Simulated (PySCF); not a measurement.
**MO₂OH across group 15**

Level: PBE0, basis family def2-TZVP, no relativity.

Each entry is the lowest minimum that a search over a few typed start shapes (and spin states, where more than one is plausible) found, or that minimum re-optimised at the stated level; isomers with ligand–ligand bonds, or fragments after loss of a ligand pair, can lie lower. Open shells are unrestricted; no spin–orbit coupling; PySCF with density fitting.

| molecule | 2S+1 | point group | mean bond to the central atom (Å) | polar-tensor charge of the central atom | lowest ω (cm⁻¹) | distinct angles (°) | dipole (D) |
| --- | --- | --- | --- | --- | --- | --- | --- |
| NO₂(OH) | 1 | Cs | 1.257 | 1.55 | 507 | 103/114/116/130 | 2.42 |
| PO₂(OH) | ? | ? | ? | ? | ? | ? | ? |
| AsO₂(OH) | 1 | Cs | 1.644 | 1.63 | 255 | 109/112/112/136 | 2.81 |

(1) Fill in the row of PO₂(OH).

Answers

(1) 2S+1: 1; point group: Cs; mean bond to the central atom (Å): 1.492; polar-tensor charge of the central atom: 1.68; lowest ω (cm⁻¹): 406; distinct angles (°): 111/112/114/134; dipole (D): 3.30.

Left out of the table are members whose search was unfinished or whose lowest solution was spin-contaminated, unstable, very soft or bonded differently.
